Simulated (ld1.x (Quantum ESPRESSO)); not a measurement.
Building the PAW potential for ytterbium (Yb) (Wu–Cohen, scalar-relativistic).

```
Element                 : Yb
Generator               : ld1.x (Quantum ESPRESSO) 7.5
Type                    : PAW
Functional              : Wu–Cohen
Relativity              : scalar-relativistic
Frozen core             : [Kr] 4d10 4f14
Valence charge          : 10
Reference configuration : 5s2 5p6 5d0 6s2 6p0
Partial waves           : 5s (bound): rcut 1.55, rcutus 1.95 bohr; 6s (bound): rcut 1.55, rcutus 1.95 bohr; 5p (bound): rcut 1.95, rcutus 2.20 bohr; 6p (bound, empty): rcut 1.95, rcutus 2.20 bohr; 5d (bound, empty): rcut 2.85, rcutus 3.50 bohr; 5d channel at 0.35 Ry: rcut 2.85, rcutus 3.50 bohr
Local potential         : all-electron potential smoothed inside 2.15 bohr (lloc = -2)
Core correction         : Bessel-smoothed model core inside 1.30 bohr
Augmentation charge     : BESSEL, radius 1.20 bohr
```

All-electron outer shells of the reference configuration (Wu–Cohen, scalar-relativistic, ld1.x):

| shell | level (eV) | outermost node (bohr) | outermost maximum (bohr) |
| --- | --- | --- | --- |
| 4d | -177.88 | 0.24 | 0.49 |
| 5s | -54.96 | 0.58 | 1.07 |
| 5p | -27.45 | 0.62 | 1.24 |
| 6s | -3.94 | 1.46 | 3.28 |
| 4f | -3.04 | – | 0.49 |
| 6p | -1.07 | 1.81 | 4.60 |
| 5d | -0.68 | 0.70 | 2.12 |

(1) Estimate the cutoffs (Ry, on a coarse ladder) from which the occupation-weighted sum of valence levels, in a spherical-Bessel basis at the reference potential, stays within 10 and 1 mRy of its value at 400 Ry.

(2) What does a ghost test show?

(3) Is the overlap operator S = 1 + Σ q|β⟩⟨β| positive definite (Bessel basis up to 400 Ry)?

Answers

(1) 18 Ry and 30 Ry.

(2) No extra level below or beside the all-electron valence levels (s, p, d, f tested).

(3) Yes: its lowest eigenvalue is 0.09 (s channel).

Its largest configuration-test error is -151 meV (5s2 5p6 5d0 6s0 6p0). Test run stopped at test 5 of 7 (negative rho).
